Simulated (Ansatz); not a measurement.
Cost against result

The pair of NH$_{3}$ (SMILES N, atoms 1–4) and H$_{2}$Te (SMILES [TeH2], atoms 5–7), both closed shells, in one local arrangement (a lower one may exist), relaxed at PBE0-D4/def2-TZVP:

```
7
angstrom
N -0.1084 -0.1082 -1.3513
H -0.7392 -0.7930 -1.7493
H -0.3795 0.7983 -1.7116
H 0.8194 -0.3128 -1.7014
Te -0.3536 -0.2886 1.7307
H 0.8761 0.7673 1.4135
H -0.1150 -0.0630 3.3693
```

Interaction energies are counterpoise-corrected; the time is that of the whole pair.

Computed with Ansatz 0.2.0 (basis: as named in each row); correlated methods freeze the cores. Filled d shells of the heavier atoms are correlated. Core potentials replace the inner electrons of the atoms past krypton. The def2 sets are not built for correlating such inner shells, so the correlated values are less sure here. B3LYP uses VWN-RPA correlation. Extrapolation: Hartree–Fock as exp(−7.88 √X), correlation as X^−2.97.

Times are rough, for one single point on 2 threads of a shared host (Intel Xeon 6975P-C).

The estimate by CCSD(T) at an estimated basis limit (MP2 extrapolated from triple and quadruple zeta, plus CCSD(T) − MP2 in triple zeta) is -13.7 kJ/mol.

| method | basis | time (s) | interaction energy (kJ/mol) | method less estimate |
| --- | --- | --- | --- | --- |
| SPW92 | def2-SVP | under 1 | -30.5 | -16.8 |
| PBE-D4 | def2-SVP | under 1 | -23.1 | -9.4 |
| PBE0-D4 | def2-SVP | under 1 | -21.6 | -7.9 |
| revPBE-D4 | def2-TZVPPD | 1 | -16.9 | -3.2 |
| CCSD(T) | def2-SVP | 1 | -9.8 | 3.9 |
| PBE-D4 | def2-TZVPPD | 1 | -18.0 | -4.3 |
| BLYP-D4 | def2-TZVPPD | 1 | -16.1 | -2.4 |
| B3LYP-D4 | def2-TZVPPD | 2 | -15.9 | -2.2 |
| HSE06-D4 | def2-TZVPPD | 2 | -16.6 | -2.9 |
| PBE0-D4 | def2-TZVPPD | 2 | -16.7 | -3.0 |
| r2SCAN-D4 | def2-TZVPPD | 2 | -15.1 | -1.4 |
| wB97M-V | def2-SVP | 2 | -19.1 | -5.4 |
| B2PLYP | def2-TZVPPD | 3 | -9.9 | 3.7 |
| B97M-V | def2-TZVPPD | 3 | -17.2 | -3.5 |
| wB97X-V | def2-TZVPPD | 4 | -14.5 | -0.8 |
| wB97M-V | def2-TZVPPD | 4 | -14.8 | -1.2 |
| MP2 | def2-QZVPPD | 8 | -13.7 | 0.0 |
| CCSD(T) | def2-TZVPPD | 24 | -11.1 | 2.6 |

T1 diagnostic: at most 0.011.
